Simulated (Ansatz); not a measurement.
C2H9AlFP, SMILES `[CH3][Al-]([CH3])([F])[PH3+]`. The species carries charge 0 and has multiplicity 1.

```xyz
14

C    -0.935    1.160   -1.382
Al    0.543    0.480   -0.291
C     0.792    1.005    1.579
F     1.931    0.033   -1.125
P    -0.172   -1.999   -0.005
H    -0.779    2.217   -1.625
H    -1.034    0.629   -2.334
H    -1.896    1.097   -0.861
H     1.546    0.397    2.089
H    -0.137    0.939    2.154
H     1.128    2.046    1.644
H     0.722   -2.861    0.661
H    -0.355   -2.765   -1.174
H    -1.353   -2.378    0.668
```

(1) What are the harmonic wavenumbers in cm⁻¹ at PBE0-D4/def2-TZVP (Ansatz, finite differences of forces, unscaled)? (Best estimate.)

(2) Is this a minimum?

(3) Give the ideal-gas thermochemistry at 298.15 K and 1 bar (rigid rotor, harmonic oscillator; point group Cs, symmetry number 1).

(4) And at 400, 500, 600, 800 and 1000 K?

(5) Rotational constants (cm⁻¹)?

Results:

(1) The calculation gave: 72, 75, 81, 101, 106, 154, 166, 201, 237, 327, 345, 544, 595, 613, 679, 695, 707, 809, 988, 1119, 1120, 1217, 1218, 1440, 1443, 1447, 1451, 2466, 2485, 2488, 3029, 3030, 3102, 3103, 3115, 3116.

(2) Yes, all 36 modes are real.

(3) Zero-point energy 262.5 kJ/mol; H(298) − E = 293.3 kJ/mol; entropy 423.6 J/(mol·K), of which translation 167.5, rotation 117.2, vibration 138.9; G(298) − E = 167.0 kJ/mol. Modes under 100 cm⁻¹ are hindered rotations or soft bends, so the harmonic entropy is rough.

(4) 
```tsv
T (K)	H − E (kJ/mol)	S (J/mol/K)	G − E (kJ/mol)
400	310.0	471.7	121.3
500	328.6	513.1	72.0
600	348.9	550.1	18.9
800	393.8	614.4	-97.8
1000	443.2	669.5	-226.3
```

(5) 0.09236, 0.06095, 0.05746.
